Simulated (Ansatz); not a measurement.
```yaml
crystal:
  periodic: [true, true, true]
  atoms:
    - {symbol: F, position_ang: [-1.525999, 0.434521, 1.837589]}
    - {symbol: Si, position_ang: [-0.946721, 1.021959, 0.616444]}
    - {symbol: P, position_ang: [1.045875, 0.501303, 0.554071]}
    - {symbol: Si, position_ang: [0.784527, -1.247669, -0.529274]}
    - {symbol: H, position_ang: [-1.687762, 0.557932, -0.433795]}
    - {symbol: H, position_ang: [-1.049433, 2.380817, 0.700086]}
    - {symbol: H, position_ang: [1.253647, 1.253681, -0.497614]}
    - {symbol: H, position_ang: [0.050564, -1.066179, -1.668551]}
    - {symbol: H, position_ang: [0.139667, -2.135603, 0.284851]}
    - {symbol: H, position_ang: [2.012181, -1.747868, -0.861140]}
basis:
  gaussian: {orbitals: cc-pVTZ-DK, nuclear_model: gaussian}
hamiltonian: {xc: {name: r2SCAN0}, dispersion: d4}
```

```sh
$ ansatz run in.yaml --threads 2 --pin off --events-out ev --progress --plain --max-ram 4352MiB
```

Output, abridged:

```
Error: YAML parse error: error: line 2 column 3: crystal: missing field `lattice` (a structure is typed as `lattice` and `atoms`, a molecule's as `atoms` in Å alone, or read from a run's directory, `checkpoint`)
 --> <input>:2:3
1 | crystal:
2 |   periodic: [true, true, true]
3 |   atoms:
4 |     - {symbol: F, position_ang: [-1.525999, 0.434521, 1.837589]}
```

In this input the molecule is marked periodic without a cell. The input was rejected before any iteration.
